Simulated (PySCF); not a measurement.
Species: C7H15P.
Structure used (PBE0-D3(BJ)/def2-SVP), in Å, numbered top down from 1:
```
atom  x, y, z in Å
C1    -4.417   -0.049    0.248
C2    -3.281   -0.564   -0.632
C3    -1.936   -0.097   -0.173
P4    -0.904    0.829   -1.107
C5     0.570    1.045    0.011
C6     1.713    0.092   -0.332
C7     2.957    0.310    0.521
C8     4.095   -0.636    0.174
H9    -4.458    1.050    0.230
H10   -4.284   -0.360    1.297
H11   -5.390   -0.434   -0.095
H12   -3.447   -0.263   -1.679
H13   -3.292   -1.670   -0.623
H14   -1.659   -0.381    0.853
H15    0.264    0.922    1.063
H16    0.914    2.088   -0.102
H17    1.978    0.198   -1.399
H18    1.363   -0.949   -0.215
H19    2.688    0.196    1.586
H20    3.293    1.356    0.408
H21    4.978   -0.457    0.807
H22    4.409   -0.515   -0.875
H23    3.796   -1.688    0.309
```

Theory: PySCF, PBE0-D3(BJ)/def2-SVP geometry optimisation, gas phase.

Take the most abundant isotopes and a rigid rotor. The values belong to one conformer with, in the numbering `[CH3:1][CH2:2]/[CH:3]=[P:4]/[CH2:5][CH2:6][CH2:7][CH3:8]`, C1–C2–C3–P4 -120°, C3–P4–C5–C6 100°, P4–C5–C6–C7 177°, C5–C6–C7–C8 180°.

Task: Give the principal moments of inertia and the rotational constants in GHz.

Result: Ia = 103.29, Ib = 990.33, Ic = 1020.44 u·Å²; 505379 MHz·u·Å²/I gives 4893, 510.3 and 495.3 MHz, that is A = 4.8929, B = 0.5103, C = 0.4953 GHz.

Task: Classify the top.

Result: A near-prolate asymmetric top: κ = (2 × 510.3 − 4893 − 495.3)/(4893 − 495.3) = -0.99.

Task: What does the inertial defect say?

Result: Not planar: Δ = Ic − Ia − Ib = -73.17 u·Å². For a rigid frame Δ = −2 Σ m c², so Σ m c² = 36.59 u·Å² lies off the ab plane: 16.41 from hydrogen and 20.18 from heavier atoms. The atom farthest from that plane is 1.46 Å away.

Task: Give the other two planar moments, Paa and Pbb, and the rms extents of the mass along the axes.

Result: Paa = Σ m a² = (Ib + Ic − Ia)/2 = 953.74 and Pbb = Σ m b² = (Ia + Ic − Ib)/2 = 66.70 u·Å². With the mass M = 130.09 u, the rms extents √(P/M) along a, b and c are 2.71, 0.72, 0.53 Å.

Task: List the rotational levels J(Ka,Kc) to J = 2 (cm⁻¹).

Result: Above 0(0,0):
J = 1: 1(0,1) 0.0335, 1(1,1) 0.1797, 1(1,0) 0.1802
J = 2: 2(0,2) 0.1006, 2(1,2) 0.2463, 2(1,1) 0.2478, 2(2,1) 0.6864, 2(2,0) 0.6864
The levels of one J sum to (2J + 1)J(J + 1)(A + B + C)/3.

Task: Which types of transition are allowed, and where do some lines up to J = 2 fall?

Result: The dipole components are |μa| = 0.22 D, |μb| = 1.14 D, |μc| = 0.59 D. The squared components, which scale the intensities, stand as 0.04 : 1.00 : 0.27 (a : b : c). Some of the stronger lines:

| type | branch | J(Ka,Kc) | MHz | lower level (cm⁻¹) |
| --- | --- | --- | --- | --- |
| a | R | 1(0,1) ← 0(0,0) | 1006 | 0.000 |
| a | R | 2(1,2) ← 1(1,1) | 1996 | 0.180 |
| a | R | 2(0,2) ← 1(0,1) | 2011 | 0.034 |
| c | Q | 2(1,2) ← 2(0,2) | 4368 | 0.101 |
| c | Q | 1(1,1) ← 1(0,1) | 4383 | 0.034 |
| b | Q | 1(1,0) ← 1(0,1) | 4398 | 0.034 |
| b | Q | 2(1,1) ← 2(0,2) | 4413 | 0.101 |
| b | R | 1(1,1) ← 0(0,0) | 5388 | 0.000 |
| c | R | 1(1,0) ← 0(0,0) | 5403 | 0.000 |
| b | R | 2(1,2) ← 1(0,1) | 6379 | 0.034 |
| c | R | 2(1,1) ← 1(0,1) | 6424 | 0.034 |
| c | Q | 2(2,1) ← 2(1,1) | 13148 | 0.248 |
| b | Q | 2(2,0) ← 2(1,1) | 13148 | 0.248 |
| b | Q | 2(2,1) ← 2(1,2) | 13193 | 0.246 |
| b | R | 2(2,1) ← 1(1,0) | 15174 | 0.180 |
| c | R | 2(2,0) ← 1(1,0) | 15174 | 0.180 |
| c | R | 2(2,1) ← 1(1,1) | 15189 | 0.180 |
| b | R | 2(2,0) ← 1(1,1) | 15189 | 0.180 |

Task: Estimate the classical rotational partition function at 10 K, 100 K and 298.15 K.

Result: Point group C1, symmetry number σ = 1; q = (√π/σ)·√((kT/h)³/(ABC)), k/h = 20836.6 MHz/K: 4790 at 10 K, 152000 at 100 K, 780000 at 298.15 K.

No frequency check. No vibrational averaging or centrifugal distortion is included, and the geometry carries the error of its method. A rigid rotor knows nothing of internal rotation, which can split or shift real lines.

The run took 88 s on an Arm Neoverse V2 with one thread, shared host with 96 logical CPUs at a one-minute load of 38, and the process peaked at 0.81 GiB of memory. That covers the optimisation of the geometry.
